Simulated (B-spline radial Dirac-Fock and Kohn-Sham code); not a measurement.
# Dipole and non-dipole photoemission parameters of K 3s

System: atomic potassium, [Ar] 4s1; threshold 39.96 eV (orbital energy of the model). Model: Dirac-Hartree-Slater photoionisation with a Latter tail; cross sections with all multipoles, angular parameters from the dipole term and its interference with E2. Program: an atomic code on a B-spline grid.

Input of the calculation (task.json; shells as n, l, electrons):

```json
{"items": [{
  "Z": 19,
  "q": 0,
  "cfg": [[1, 0, 2], [2, 0, 2], [2, 1, 6], [3, 0, 2], [3, 1, 6], [4, 0, 1]],
  "A": 39,
  "rrms": 3.4349,
  "do": "xps",
  "hv": [61.3, 73.6, 84.5, 95.3, 150, 158.0, 200, 352.0, 400, 414.0, 485.0, 600, 705.0, 720.0, 727.0, 851.0, 977.0, 1340.0, 1490.0, 1860.0, 1940.0, 2540.0, 4000, 4480.0, 5010.0, 5414.7, 6180.0, 8047.8, 8350.0, 15000],
  "edges": {"K": 3608.4, "L1": 378.6, "L2": 297.3, "L3": 294.6}
}]}
```

Launch: `python xray2_run.py task.json out`

For linearly polarised light dσ/dΩ = σ/(4π) [1 + β P₂(cos θ) + (δ + γ cos²θ) sin θ cos φ], with θ from the polarisation vector and φ the angle between the beam and the projection of the electron momentum on the plane normal to the polarisation.

```tsv
hν (eV)	σ (kb)	β	γ
61.3	446	1.999	0.063
73.6	423	1.999	0.146
84.5	385	2.000	0.175
95.3	349	2.000	0.185
150	214	2.000	0.142
158	199	2.000	0.132
200	143	2.000	0.083
352	59.1	2.000	-0.021
400	47.6	2.000	-0.034
414	44.8	2.000	-0.036
485	33.9	2.000	-0.043
600	23.1	2.000	-0.036
705	17.1	2.000	-0.018
720	16.4	2.000	-0.015
727	16.1	2.000	-0.013
851	11.9	2.000	0.017
977	9.11	2.000	0.051
1340	4.83	2.000	0.164
1490	3.88	2.000	0.213
1860	2.42	2.000	0.330
1940	2.20	2.000	0.355
2540	1.21	2.000	0.530
4000	0.416	2.000	0.895
4480	0.315	2.000	1.000
5010	?	?	?
5414.7	0.197	2.000	1.187
6180	0.140	2.000	1.328
8047.8	0.0707	2.000	1.634
8350	0.0641	2.000	1.679
15000	0.0129	1.999	2.510
```

Problem. Give the values at 5010 eV.

Solution. σ = 0.239 kb, β = 2.000, γ = 1.108. For an s subshell δ is negligible.
